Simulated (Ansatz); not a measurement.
One change: `C=C(N)N` becomes `C=C(N)[O][GeH3]`.

Ansatz, PBE0-D4/def2-TZVP geometries, multiplicity 1. Each molecule was computed in one conformer, which needn't be the lowest.

Scalar relativity is left out up to krypton.

```
                                        property  `C=C(N)N`
               HOMO energy (PBE/def2-TZVPP) / eV      -4.53
  size of the dipole moment (PBE/def2-TZVPP) / D       1.08
size of the dipole moment (B3LYP/def2-TZVPP) / D       1.02
           HOMO energy (ωB97M-V/def2-TZVPP) / eV      -7.90
         HOMO–LUMO gap (ωB97M-V/def2-TZVPP) / eV      10.31
             HOMO energy (B3LYP/def2-TZVPP) / eV      -5.48
```

Task: What does the change do to each property? (Estimate.)

Result: The calculation gave: 
| property | `C=C(N)[O][GeH3]` | shift |
| --- | --- | --- |
| HOMO energy (PBE/def2-TZVPP) / eV | -4.93 | -0.40 |
| size of the dipole moment (PBE/def2-TZVPP) / D | 1.99 | 0.91 |
| size of the dipole moment (B3LYP/def2-TZVPP) / D | 2.03 | 1.01 |
| HOMO energy (ωB97M-V/def2-TZVPP) / eV | -8.27 | -0.37 |
| HOMO–LUMO gap (ωB97M-V/def2-TZVPP) / eV | 10.20 | -0.11 |
| HOMO energy (B3LYP/def2-TZVPP) / eV | -5.86 | -0.38 |

With PBE0 the HOMO falls by 0.38 eV and the LUMO falls by 0.81 eV, so the gap narrows by about 0.43 eV. PBE moves the HOMO by -0.40 eV and ωB97M-V by -0.37 eV. Dipoles are sizes alone; their direction can turn.

B3LYP here is the variant with VWN-RPA as its local correlation; programs differ in this.
